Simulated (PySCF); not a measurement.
# Working out the ionisation energy of Pt

Pt [Xe] 4f14 5d9 6s1 (3D) → Pt⁺ [Xe] 4f14 5d9 (2D). Computed with PySCF 2.14 in aug-cc-pVDZ-PP with ECP60MDF, with scalar relativity through the core potential. Frozen: 5s2 5p6. Energies in hartree (1 hartree = 27.21139 eV):

| part | Pt (lower) | Pt⁺ (upper) |
| --- | --- | --- |
| UHF | -118.512714 | -118.234344 |
| MP2 opposite-spin | -0.171520 | -0.141835 |
| MP2 same-spin | -0.094804 | -0.074967 |

Task: What does Hartree-Fock give?

Result: (-118.234344) − (-118.512714) = 0.278370 hartree = 7.575 eV.

Task: What do MP2 and SCS-MP2 (6/5 opposite-spin, 1/3 same-spin) give?

Result: The opposite-spin parts differ by 0.808 eV and the same-spin parts by 0.540 eV. MP2: 7.575 + (0.808) + (0.540) = 8.923 eV. SCS-MP2: 7.575 + 1.2 × (0.808) + (0.540)/3 = 8.725 eV.

Reference: 8.959 eV (measured; NIST Atomic Spectra Database, ionization energies), between the lowest levels; spin-orbit coupling is absent from the calculation.

A double-zeta basis recovers only part of the correlation energy.

What remains against the reference includes basis incompleteness, the frozen core and correlation beyond second order.
